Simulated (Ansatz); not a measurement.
# Cost against result

The pair of Cu⁺ (SMILES [Cu+], atom 1) and AsH₃ (SMILES [AsH3], atoms 2–5), both closed shells, in one local arrangement (a lower one may exist), relaxed at PBE0-D4/def2-TZVP:

```
5
angstrom
Cu -0.1082 -0.7590 -1.2202
As 0.0753 0.5301 0.8505
H -1.2540 0.3662 0.0541
H 0.8876 0.8536 -0.4394
H 0.3993 -0.9908 0.7551
```

Interaction energies are counterpoise-corrected; the time is that of the whole pair.

Computed with Ansatz 0.2.0 (basis: as named in each row); correlated methods freeze the cores. The 3s and 3p shells of Cu and Zn are frozen; filled d shells are correlated. The def2 sets are not built for correlating such inner shells, so the correlated values are less sure here. B3LYP uses VWN-RPA correlation. Extrapolation: Hartree–Fock as exp(−7.88 √X), correlation as X^−2.97.

Times are rough, for one single point on 4 threads of a shared host (Arm Neoverse V1).

The estimate by CCSD(T) at an estimated basis limit (MP2 extrapolated from triple and quadruple zeta, plus CCSD(T) − MP2 in triple zeta) is -1.483 eV.

| method | basis | time (s) | interaction energy (eV) | method less estimate |
| --- | --- | --- | --- | --- |
| SPW92 | def2-SVP | under 1 | -2.280 | -0.797 |
| PBE-D4 | def2-SVP | under 1 | -1.802 | -0.319 |
| PBE0-D4 | def2-SVP | under 1 | -1.489 | -0.006 |
| B3LYP-D4 | 6-31G | 1 | -1.143 | 0.340 |
| HF | STO-3G | 1 | 2.112 | 3.595 |
| PBE-D4 | def2-TZVPPD | 1 | -2.071 | -0.588 |
| CCSD(T) | def2-SVP | 2 | -0.879 | 0.604 |
| revPBE-D4 | def2-TZVPPD | 2 | -1.871 | -0.388 |
| BLYP-D4 | def2-TZVPPD | 2 | -1.924 | -0.441 |
| PBE0-D4 | def2-TZVPPD | 2 | -1.704 | -0.221 |
| HSE06-D4 | def2-TZVPPD | 2 | -1.697 | -0.214 |
| B3LYP-D4 | def2-TZVPPD | 2 | -1.677 | -0.194 |
| r2SCAN-D4 | def2-TZVPPD | 3 | -2.012 | -0.529 |
| wB97M-V | def2-SVP | 4 | -1.400 | 0.083 |
| B97M-V | def2-TZVPPD | 6 | -1.910 | -0.427 |
| B2PLYP | def2-TZVPPD | 6 | -1.512 | -0.029 |
| wB97X-V | def2-TZVPPD | 6 | -1.518 | -0.035 |
| wB97M-V | def2-TZVPPD | 6 | -1.564 | -0.081 |
| PBE-D4 | STO-3G | 8 | 0.188 | 1.671 |
| MP2 | def2-QZVPPD | 12 | -1.462 | 0.021 |
| CCSD(T) | def2-TZVPPD | 28 | -1.265 | 0.218 |

T1 diagnostic: at most 0.019.
